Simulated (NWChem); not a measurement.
CH$_{4}$N$_{2}$O$_{2}$Si; SMILES N#CO[Si@H](O)N

```xyz
10

N     -0.5813    -2.7616    -0.1193
C      0.0551    -1.8079     0.0807
O      0.7316    -0.7497     0.2927
Si    -0.0089     0.8289     0.3853
N      0.9644     1.9993    -0.3357
O     -1.4149     0.6675    -0.4458
H     -0.1187     1.0891     1.8356
H      1.0736     2.0931    -1.3382
H      1.6130     2.5668     0.1940
H     -1.8676    -0.1842    -0.4467
```
Atoms are numbered in this order, from 1.

All runs use the structure optimised with PBE0/def2-SVP.

Q: Give the principal values of the shielding tensors (ppm) of N1, C2, O3, Si4, N5 from PBE0/pcSseg-1, GIAO (NWChem), with their diamagnetic and paramagnetic parts as GIAO splits them.

A: 
| atom | σ11 | σ22 | σ33 | isotropic | diamagnetic | paramagnetic |
|---|---|---|---|---|---|---|
| N1 | -62.2 | -24.6 | 332.4 | 81.9 | 335.0 | -253.2 |
| C2 | -41.8 | -38.9 | 287.5 | 68.9 | 258.6 | -189.7 |
| O3 | 190.5 | 221.3 | 318.2 | 243.4 | 398.8 | -155.4 |
| Si4 | 346.4 | 388.4 | 441.0 | 391.9 | 880.4 | -488.5 |
| N5 | 208.8 | 215.8 | 272.1 | 232.2 | 320.2 | -88.0 |
